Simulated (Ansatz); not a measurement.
`C[Si](F)(Cl)N=C=O` + H₂S → `C[Si](F)(S)Cl` + `N=C=O` at 700 K and 1 bar (ligand exchange at the Si–N bond).

Calculated with Ansatz (gas phase, PBE0-D4/def2-TZVP geometries, no zero-point term in ΔE). CCSD(T)/CBS is the MP2 limit (def2-TZVPP, def2-QZVPP) plus CCSD(T) − MP2 in def2-TZVPP, frozen cores. This one scheme is used for every species. Each species was taken in one conformer, which may not be the lowest.

| species | CCSD(T)/CBS energy (Eh) | H − E (kJ/mol) | S (J/(mol·K)) |
| --- | --- | --- | --- |
| `C[Si](F)(Cl)N=C=O` | -1056.62222 | 234.4 | 526.0 |
| H₂S | -398.97279 | 64.8 | 236.9 |
| `C[Si](F)(S)Cl` | -1287.05862 | 213.3 | 474.8 |
| `N=C=O` | -168.51995 | 89.3 | 283.6 |

H − E and S are ideal-gas, rigid-rotor, harmonic terms from PBE0-D4/def2-TZVP, for one conformer and one mirror image of each species. 1 Eh = 2625.50 kJ/mol, R = 8.31446 J/(mol·K).

Task: By hand: ΔE, ΔH, ΔS and ΔG.

Result: ΔE = (-1287.05862) + (-168.51995) − (-1056.62222) − (-398.97279) = 0.01644 Eh = 43.2 kJ/mol. Δ(H − E) = 213.3 + 89.3 − 234.4 − 64.8 = 3.4, so ΔH = 46.6 kJ/mol. ΔS = 474.8 + 283.6 − 526.0 − 236.9 = -4.5 J/(mol·K). ΔG = 46.6 − 700 × (-4.5)/1000 = 49.8 kJ/mol.

Task: By hand: the equilibrium constant, and the temperature at which ΔG would vanish if ΔH and ΔS stayed fixed.

Result: log₁₀ K = −ΔG/(RT ln 10) = -3.7. ΔH and −TΔS have one sign here, so there is no such temperature. One of them is within its doubt of zero, so this could turn.

The number of gas molecules stays the same, so ΔS is small and ΔH decides. A doubt of 5 kJ/mol in ΔE shifts log₁₀ K by 0.4 here. Other conformers and mirror images would add mixing entropy, several J/(mol·K) or more a flexible species. Modes under 60 cm⁻¹, often nearly free rotors, make the harmonic entropy too high. These are equilibria of isolated gas molecules and say nothing of rates. Largest T1 diagnostic: 0.018 (customary marks: 0.02 for closed shells, 0.045 for open ones).
